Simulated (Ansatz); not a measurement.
Calculation: Ansatz (an electronic-structure program) with r2SCAN-D4/def2-SVP. No frequencies were computed at this level.

Ansatz 0.2 input:
```yaml
crystal:
  periodic: [false, false, false]
  atoms:
    - { symbol: Zr, position_ang: [0.00004, -0.000123, -0.001105] }
    - { symbol: F, position_ang: [-1.696409, -0.618782, -0.433892] }
    - { symbol: F, position_ang: [1.362539, -1.235823, -0.255322] }
    - { symbol: F, position_ang: [0.38089, 1.709487, -0.617685] }
    - { symbol: C, position_ang: [-0.07878, 0.243139, 2.189657] }
    - { symbol: H, position_ang: [-1.123089, 0.357013, 2.533498] }
    - { symbol: H, position_ang: [0.487506, 1.138613, 2.504655] }
    - { symbol: H, position_ang: [0.357284, -0.636705, 2.6971] }
basis:
  gaussian: { orbitals: def2-svp }
hamiltonian:
  xc: r2scan
  dispersion: d4
relax:
  max_steps: 150
```

Output:

```
Functional definition: r2SCAN
1054 factors; their error is unknown
mean field evaluation 1: about -10501.9692 eV, gradient 7.6e1 eV
mean field evaluation 2: about -10455.4450 eV, gradient 1.7e2 eV
mean field evaluation 4: about -10513.0823 eV, gradient 1.1e1 eV
mean field evaluation 8: about -10513.3562 eV, gradient 2.8e-1 eV
mean field evaluation 16: about -10513.3124 eV, gradient 8.9e-5 eV
mean field -10513.31243258 eV, -386.3571057182 hartree, gradient 2.9e-5 eV, S^2 0.000000; 0 other end points of the search recorded, 0 dependent functions left out
reference -10513.31246431 eV, -386.3571068844 hartree; 24, 24 occupied and 78, 78 virtual orbitals, 1054 factors
relax step   1: F+E_penalty+E_count = -10513.34571111 eV  Δ(F+E_penalty+E_count) = +0.000e0 eV  max|allowed force component| = 1.525e0 eV/Å  Δτ_max = 0.0000 Å  (28 SCF iters, accepted)
these checks for a lower state are left out or cut short: starts, cluster_reference, orbital_swaps, neighbouring_geometries, increment
1054 factors; their error is unknown
mean field -10513.45452597 eV, -386.3623275540 hartree, gradient 2.5e-5 eV, S^2 0.000000; 0 other end points of the search recorded, 0 dependent functions left out
reference -10513.45455803 eV, -386.3623287321 hartree; 24, 24 occupied and 78, 78 virtual orbitals, 1054 factors
relax step   2: F+E_penalty+E_count = -10513.48721591 eV  Δ(F+E_penalty+E_count) = -1.415e-1 eV  max|allowed force component| = 1.564e-1 eV/Å  Δτ_max = 0.0839 Å  (37 SCF iters, accepted)
these checks for a lower state are left out or cut short: starts, cluster_reference, orbital_swaps, neighbouring_geometries, increment
1054 factors; their error is unknown
mean field evaluation 32: about -10513.4563 eV, gradient 2.4e-5 eV
mean field -10513.45630879 eV, -386.3623930714 hartree, gradient 2.4e-5 eV, S^2 0.000000; 0 other end points of the search recorded, 0 dependent functions left out
reference -10513.45634090 eV, -386.3623942514 hartree; 24, 24 occupied and 78, 78 virtual orbitals, 1054 factors
relax step   3: F+E_penalty+E_count = -10513.48906849 eV  Δ(F+E_penalty+E_count) = -1.853e-3 eV  max|allowed force component| = 5.352e-2 eV/Å  Δτ_max = 0.0258 Å  (30 SCF iters, accepted)
these checks for a lower state are left out or cut short: starts, cluster_reference, orbital_swaps, neighbouring_geometries, increment
1054 factors; their error is unknown
mean field -10513.45827536 eV, -386.3624653416 hartree, gradient 2.3e-5 eV, S^2 0.000000; 0 other end points of the search recorded, 0 dependent functions left out
reference -10513.45830757 eV, -386.3624665251 hartree; 24, 24 occupied and 78, 78 virtual orbitals, 1054 factors
relax step   4: F+E_penalty+E_count = -10513.49105855 eV  Δ(F+E_penalty+E_count) = -1.990e-3 eV  max|allowed force component| = 1.154e-1 eV/Å  Δτ_max = 0.0602 Å  (30 SCF iters, accepted)
these checks for a lower state are left out or cut short: starts, cluster_reference, orbital_swaps, neighbouring_geometries, increment
1054 factors; their error is unknown
mean field -10513.43982195 eV, -386.3617871911 hartree, gradient 2.6e-5 eV, S^2 0.000000; 0 other end points of the search recorded, 0 dependent functions left out
reference -10513.43985435 eV, -386.3617883818 hartree; 24, 24 occupied and 78, 78 virtual orbitals, 1054 factors
relax step   5: F+E_penalty+E_count = -10513.47263772 eV  Δ(F+E_penalty+E_count) = +1.842e-2 eV  max|allowed force component| = 6.936e-1 eV/Å  Δτ_max = 0.1951 Å  (36 SCF iters, rejected (line search))
these checks for a lower state are left out or cut short: starts, cluster_reference, orbital_swaps, neighbouring_geometries, increment
1054 factors; their error is unknown
mean field -10513.46181584 eV, -386.3625954519 hartree, gradient 2.0e-5 eV, S^2 0.000000; 0 other end points of the search recorded, 0 dependent functions left out
reference -10513.46184818 eV, -386.3625966400 hartree; 24, 24 occupied and 78, 78 virtual orbitals, 1054 factors
relax step   6: F+E_penalty+E_count = -10513.49460668 eV  Δ(F+E_penalty+E_count) = -3.548e-3 eV  max|allowed force component| = 4.780e-2 eV/Å  Δτ_max = 0.0927 Å  (29 SCF iters, accepted)
these checks for a lower state are left out or cut short: starts, cluster_reference, orbital_swaps, neighbouring_geometries, increment
1054 factors; their error is unknown
mean field -10513.46344011 eV, -386.3626551426 hartree, gradient 2.4e-5 eV, S^2 0.000000; 0 other end points of the search recorded, 0 dependent functions left out
reference -10513.46347253 eV, -386.3626563340 hartree; 24, 24 occupied and 78, 78 virtual orbitals, 1054 factors
relax step   7: F+E_penalty+E_count = -10513.49623549 eV  Δ(F+E_penalty+E_count) = -1.629e-3 eV  max|allowed force component| = 1.595e-1 eV/Å  Δτ_max = 0.0975 Å  (29 SCF iters, accepted)
these checks for a lower state are left out or cut short: starts, cluster_reference, orbital_swaps, neighbouring_geometries, increment
1054 factors; their error is unknown
mean field evaluation 64: about -10513.5029 eV, gradient 7.0e-3 eV
mean field -10513.46527933 eV, -386.3627227325 hartree, gradient 2.6e-5 eV, S^2 0.000000; 0 other end points of the search recorded, 0 dependent functions left out
reference -10513.46531177 eV, -386.3627239248 hartree; 24, 24 occupied and 78, 78 virtual orbitals, 1054 factors
relax step   8: F+E_penalty+E_count = -10513.49807849 eV  Δ(F+E_penalty+E_count) = -1.843e-3 eV  max|allowed force component| = 8.041e-2 eV/Å  Δτ_max = 0.0279 Å  (31 SCF iters, accepted)
these checks for a lower state are left out or cut short: starts, cluster_reference, orbital_swaps, neighbouring_geometries, increment
1054 factors; their error is unknown
mean field -10513.46663116 eV, -386.3627724114 hartree, gradient 2.6e-5 eV, S^2 0.000000; 0 other end points of the search recorded, 0 dependent functions left out
reference -10513.46666364 eV, -386.3627736052 hartree; 24, 24 occupied and 78, 78 virtual orbitals, 1054 factors
relax step   9: F+E_penalty+E_count = -10513.49943368 eV  Δ(F+E_penalty+E_count) = -1.355e-3 eV  max|allowed force component| = 5.000e-3 eV/Å  Δτ_max = 0.0463 Å  (30 SCF iters, accepted)
these checks for a lower state are left out or cut short: starts, cluster_reference, orbital_swaps, neighbouring_geometries, increment
1054 factors; their error is unknown
mean field -10513.46702546 eV, -386.3627869016 hartree, gradient 1.8e-5 eV, S^2 0.000000; 0 other end points of the search recorded, 0 dependent functions left out
reference -10513.46705798 eV, -386.3627880969 hartree; 24, 24 occupied and 78, 78 virtual orbitals, 1054 factors
relax step  10: F+E_penalty+E_count = -10513.49983339 eV  Δ(F+E_penalty+E_count) = -3.997e-4 eV  max|allowed force component| = 1.094e-1 eV/Å  Δτ_max = 0.0886 Å  (30 SCF iters, accepted)
these checks for a lower state are left out or cut short: starts, cluster_reference, orbital_swaps, neighbouring_geometries, increment
1054 factors; their error is unknown
mean field -10513.46766415 eV, -386.3628103732 hartree, gradient 2.6e-5 eV, S^2 0.000000; 0 other end points of the search recorded, 0 dependent functions left out
reference -10513.46769668 eV, -386.3628115685 hartree; 24, 24 occupied and 78, 78 virtual orbitals, 1054 factors
relax step  11: F+E_penalty+E_count = -10513.50046913 eV  Δ(F+E_penalty+E_count) = -6.357e-4 eV  max|allowed force component| = 1.693e-2 eV/Å  Δτ_max = 0.0072 Å  (32 SCF iters, accepted)
these checks for a lower state are left out or cut short: starts, cluster_reference, orbital_swaps, neighbouring_geometries, increment
1054 factors; their error is unknown
mean field evaluation 96: about -10513.4678 eV, gradient 2.6e-5 eV
mean field -10513.46775625 eV, -386.3628137576 hartree, gradient 2.6e-5 eV, S^2 0.000000; 0 other end points of the search recorded, 0 dependent functions left out
reference -10513.46778877 eV, -386.3628149530 hartree; 24, 24 occupied and 78, 78 virtual orbitals, 1054 factors
relax step  12: F+E_penalty+E_count = -10513.50056348 eV  Δ(F+E_penalty+E_count) = -9.435e-5 eV  max|allowed force component| = 1.249e-3 eV/Å  Δτ_max = 0.0128 Å  (31 SCF iters, accepted)
these checks for a lower state are left out or cut short: starts, cluster_reference, orbital_swaps, neighbouring_geometries, increment
1054 factors; their error is unknown
mean field -10513.46782764 eV, -386.3628163812 hartree, gradient 2.6e-5 eV, S^2 0.000000; 0 other end points of the search recorded, 0 dependent functions left out
reference -10513.46786017 eV, -386.3628175767 hartree; 24, 24 occupied and 78, 78 virtual orbitals, 1054 factors
relax step  13: F+E_penalty+E_count = -10513.50063451 eV  Δ(F+E_penalty+E_count) = -7.104e-5 eV  max|allowed force component| = 7.915e-3 eV/Å  Δτ_max = 0.0286 Å  (31 SCF iters, accepted)
1054 factors; their error is unknown
mean field -10513.46782764 eV, -386.3628163812 hartree, gradient 3.0e-5 eV, S^2 0.000000; 1 other end points of the search recorded, 0 dependent functions left out
reference -10513.46786017 eV, -386.3628175767 hartree; 24, 24 occupied and 78, 78 virtual orbitals, 1054 factors
Total energy: -10513.50066704 eV, -386.3640232072 hartree
Atom 0 at    -0.000574     0.003904     0.030980 Å, force    -0.005505    -0.005451    -0.005994 eV/Å
Atom 1 at    -1.608606    -0.894805    -0.458437 Å, force     0.003098     0.001487    -0.000095 eV/Å
Atom 2 at     1.557280    -1.032707    -0.331358 Å, force    -0.000195     0.000522     0.001616 eV/Å
Atom 3 at     0.105467     1.763212    -0.694517 Å, force    -0.000044     0.000829     0.002147 eV/Å
Atom 4 at    -0.080146     0.246141     2.219153 Å, force     0.000875     0.002081     0.007657 eV/Å
Atom 5 at    -0.964604     0.835334     2.525169 Å, force     0.007102    -0.004128    -0.001649 eV/Å
Atom 6 at     0.818148     0.769178     2.596604 Å, force    -0.005861    -0.003255     0.000240 eV/Å
Atom 7 at    -0.136984    -0.733438     2.729312 Å, force     0.000531     0.007914    -0.003921 eV/Å
Dipole moment:    -0.007515     0.025377     0.223793 e Å
```

Cost: about 100 core-seconds (a rough figure).
